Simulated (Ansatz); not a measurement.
## Worked example: the enthalpy of formation of CuF (fluorocopper)

The species is CuF (2 atoms), meant as a singlet with charge 0. As SMILES, `[F][Cu]`. The shape is that of a PBE0-D4/def2-TZVP optimisation.

```xyz
2

F     0.7510   -0.2689    0.3771
Cu   -0.7510    0.2689   -0.3771
```

Total energies at CAM-B3LYP/def2-TZVPP (Ansatz 0.2.0); the atoms run unrestricted:

```tsv
species	state	energy (Eh)
CuF	singlet	-1740.491249
F	doublet	-99.746853
Cu	doublet	-1640.592489
```

Harmonic wavenumbers at PBE0-D4/def2-TZVP, in cm⁻¹: 593.

Measured heats of formation of the gaseous atoms at 298.15 K, in kJ/mol: F 79.4, Cu 337.6. Spin-orbit lowering of the atoms at 298 K (mean of the ground term's levels less their thermal mean, from spectra), in kJ/mol: F 1.29. Take 1 Eh = 2625.50 kJ/mol, 1 cm⁻¹ = 0.0119627 kJ/mol, RT = 2.479 kJ/mol.

Question: Work out the heat of formation of the gas at 298 K.

Answer: 
1. Electronic atomisation energy: (-99.746853) + (-1640.592489) − (-1740.491249) = 0.151907 Eh = 398.8 kJ/mol.
2. Zero-point energy: half the sum of the wavenumbers, 296.5 cm⁻¹ = 3.5 kJ/mol.
3. Thermal vibrational enthalpy, Σ hcν̃/(exp(hcν̃/kT) − 1): 0.4 kJ/mol. Translation, rotation and pV of a linear molecule: 3.5 RT = 8.7 kJ/mol.
4. The 2 free atoms carry 5/2 RT each: 12.4 kJ/mol.
5. Spin-orbit coupling lowers the free atoms by 1.29 = 1.3 kJ/mol.
6. Atomisation enthalpy at 298 K: 398.8 − 1.3 − 3.5 − 0.4 − 8.7 + 12.4 = 397.3 kJ/mol.
7. Sum of the atoms' heats of formation: 417.0 kJ/mol. Heat of formation: 417.0 − 397.3 = +19.7 kJ/mol.

The tabulated value is -12.6 kJ/mol (NIST-JANAF tables), so this level is off by +32.3 kJ/mol, or 7.5 % of the atomisation enthalpy that the table implies (429.5 kJ/mol). Relativity is left out. Anharmonicity and any spin-orbit splitting of the molecule are left out.
